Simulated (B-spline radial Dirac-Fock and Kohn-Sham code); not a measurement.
Dipole and non-dipole photoemission parameters of Hf²⁺ 5p3/2

System: hafnium as Hf²⁺, configuration 1s2 2s2 2p6 3s2 3p6 3d10 4s2 4p6 4d10 4f14 5s2 5p6 5d2; threshold 53.71 eV (orbital energy of the model). The computed values come from a radial atomic solver: Dirac-Hartree-Slater photoionisation with a Latter tail; cross sections with all multipoles, angular parameters from the dipole term and its interference with E2.

For linearly polarised light dσ/dΩ = σ/(4π) [1 + β P₂(cos θ) + (δ + γ cos²θ) sin θ cos φ], with θ from the polarisation vector and φ the angle between the beam and the projection of the electron momentum on the plane normal to the polarisation.

```
hν (eV)  σ (kb)       β       γ       δ
    100     319   0.417   0.370  -0.041
    150     157  -0.232   0.031   0.000
    161     145  -0.200  -0.015   0.009
    190     122  -0.040  -0.070   0.025
    203     114   0.043  -0.074   0.030
    267    87.2   0.415  -0.011   0.038
    382    60.6   0.849   0.142   0.032
    383    60.4   0.852   0.143   0.032
    400    57.6   0.896   0.161   0.031
    470    47.9   1.047   0.218   0.025
    524    42.0   1.138   0.247   0.021
    839    22.7   1.435   0.259   0.006
   1030    16.9   1.525   0.213   0.002
 1486.9    9.56   1.643   0.090  -0.001
   2180    4.97   1.717  -0.020   0.000
   2830    3.07   1.744  -0.042   0.003
 2984.4    2.77   1.747  -0.038   0.003
   3180    2.45   1.750  -0.030   0.004
   3480    2.05   1.753  -0.011   0.005
   3850    1.67   1.754   0.021   0.006
   4880    1.02   1.748   0.144   0.009
   5860   0.684   1.734   0.285   0.012
 8047.8   0.330   1.695   0.618   0.018
 9251.7   0.237   1.671   0.793   0.023
   9720   0.210   1.662   0.859   0.024
  12500   0.112   1.607   1.225   0.035
  13600       ?       ?       ?       ?
  13700  0.0886   1.584   1.370   0.041
```

Question: Give the values at 13600 eV.

Answer: σ = 0.0903 kb, β = 1.586, γ = 1.358, δ = 0.040.
